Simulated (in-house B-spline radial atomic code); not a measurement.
## Binding energies in Tb2+

NIST's tabulated ground configuration is [Xe] 4f9; each binding energy is the energy of the ion with one electron taken from that subshell, relaxed, less that of the parent. All numbers are computed (Dirac-Hartree-Fock, average of configuration; Fermi nucleus of rms radius 5.06 fm) with a radial B-spline atomic code at the basis-set limit, not measured. Energies include first-order Breit, QED and recoil terms.

```csv
subshell,X-ray name,binding energy (eV),-ε (eV),relaxation (eV)
1s,K,52011.5,52318.3,79.8
2s,L1,8730.7,8803.7,46.5
2p1/2,L2,8269.7,8346.0,50.6
2p3/2,L3,7531.7,7597.5,48.4
3s,M1,1984.1,2014.7,25.6
3p1/2,M2,1784.8,1815.7,26.3
3p3/2,M3,1630,1658.1,25.3
3d3/2,M4,1291,1320.1,27.4
3d5/2,M5,1258.1,1286.1,27.0
4s,N1,422.3,434.0,10.6
4p1/2,N2,343.2,354.4,10.3
4p3/2,N3,309,319.0,9.5
4d3/2,N4,177.8,186.7,8.8
4d5/2,N5,171.7,180.2,8.5
5s,O1,70.13,71.69,1.40
5p1/2,O2,46.48,47.73,1.15
5p3/2,O3,42.05,43.05,0.95
4f,"N6,7",20.59,26.15,5.67
```

Relaxation = -ε minus the binding energy without Breit, QED and recoil terms.

Emission lines follow as differences of binding energies, with λ = 12398.42 eV·Å / E:

```csv
line,holes,energy (eV),wavelength (Å)
K-L3,1s → 2p3/2,44479.8,0.27874
K-L2,1s → 2p1/2,43741.8,0.28345
K-M3,1s → 3p3/2,50381.5,0.24609
L3-M5,2p3/2 → 3d5/2,6273.6,1.9763
L2-M4,2p1/2 → 3d3/2,6978.7,1.7766
L1-M3,2s → 3p3/2,7100.7,1.7461
L3-M1,2p3/2 → 3s,5547.6,2.2349
L2-N4,2p1/2 → 4d3/2,8091.9,1.5322
```

What screening constant σ does Moseley's law, E = (3/4)·13.6057 eV·(Z - σ)², need for K-L3?

σ = -1.02.

Moseley's non-relativistic formula needs a falling, then negative, screening constant for heavy elements, because relativity binds the 1s electron more strongly than the formula allows.
